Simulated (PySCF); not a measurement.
GaF2Cl, SMILES [F][Ga]([Cl])[F]. Atoms are numbered in the order given.

```xyz
4

Ga     0.0000     0.0000    -0.2967
F      0.0000    -1.4825    -1.1946
F      0.0000     1.4825    -1.1946
Cl     0.0000     0.0000     1.8060
```

Geometry: ωB97X-D3(BJ)/def2-SVP.

Computed with C-PCM-PBE0/def2-SVP (PySCF).

The values are the electrostatic part of the solvation free energy, E(continuum) − E(gas) at the gas-phase geometry, in a cavity of scaled van der Waals radii (PySCF's table); cavitation and dispersion terms are not included. A continuum can't describe solvent molecules that bind to the metal. In vacuum the orbital gap is 7.85 eV. The dipole moment in vacuum is 0.89 D.

Computed values in water (ε = 78.36), 1-octanol (ε = 9.86), cyclohexanone (ε = 15.62):
```
solvent            ε  ΔG(elec) (kcal/mol)  dipole (D)  gap (eV)
-------------  -----  -------------------  ----------  --------
water          78.36                 -6.8        0.90      8.01
1-octanol       9.86                 -6.2        0.90      7.99
cyclohexanone  15.62                 -6.5        0.90      8.00
```
